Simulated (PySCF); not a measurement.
## Cl(2+): excitation energy

Cl(2+) [Ne] 3s2 3p3 (4S) → Cl(2+) [Ne] 3s2 3p2 4s1 (4P), as a difference of total energies. Computed with PySCF 2.14 in aug-cc-pwCVQZ (10s9p7d5f3g, 134 functions), with the non-relativistic Hamiltonian (point nucleus). Correlated levels: valence: [Ne] frozen; valence and next inner shell: 1s2 frozen; nothing frozen. The calculations carry no spin-orbit coupling.

| method | excitation energy (eV) |
| --- | --- |
| UHF | 21.581 |
| LDA | 21.419 |
| PBE | 21.429 |
| PBE0 | 21.650 |
| r2SCAN | 22.133 |
| BHandHLYP | 21.609 |
| TPSS | 21.783 |
| M06-2X | 21.569 |
| MP2 (valence) | 21.797 |
| SCS-MP2 (valence) | 21.719 |
| MP2 (valence and next inner shell) | 21.824 |
| SCS-MP2 (valence and next inner shell) | 21.747 |
| MP2 (all electrons) | 21.829 |
| SCS-MP2 (all electrons) | 21.750 |

Problem. How much does correlation contribute at MP2 (all electrons)?

Solution. 21.829 − (21.581) = 0.248 eV, measured against UHF.

A first-order spin-orbit estimate (lowest level to lowest level, LS coupling) adds -0.081 eV.

The promoted electron is Rydberg-like, and one or two diffuse shells describe it only roughly, which tends to raise the upper state.
